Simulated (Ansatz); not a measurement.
`CC(C)[Si]N` + `C[Si](N)(O)Br` → `CO[Si](C)(N)Br` + `CC[Si]N`  (substitution at a C–C bond)

Calculated with Ansatz (gas phase, PBE0-D4/def2-TZVP geometries, no zero-point term in ΔE). CCSD(T)/CBS adds triple-zeta CCSD(T) − MP2 to the extrapolated MP2 energy (def2 sets, frozen cores). Functionals use def2-TZVPP. B3LYP here is the variant with VWN-RPA as its local correlation; programs differ in this. For Br outer-core shells are correlated without core-valence functions, which leaves a few kJ/mol of doubt a bond. Scalar relativity is left out up to krypton. Each species was taken in one conformer, which may not be the lowest.

CCSD(T)/CBS gives +11.9 kcal/mol.

Task: Another level gave +11.1 kcal/mol. Which?
A. MP2/def2-TZVPP
B. B3LYP-D4/def2-TZVPP
C. CCSD/def2-TZVPP
D. HF/def2-TZVPP

Result: C. CCSD/def2-TZVPP 11.1, MP2/def2-TZVPP 12.9, HF/def2-TZVPP 8.3, B3LYP-D4 9.9 kcal/mol.

Largest T1 diagnostic among the species: 0.013.

In def2-TZVPP, CCSD(T) changes the Hartree–Fock value by +3.2 kcal/mol (the triples alone add +0.4 kcal/mol) and MP2 by +4.6 kcal/mol.
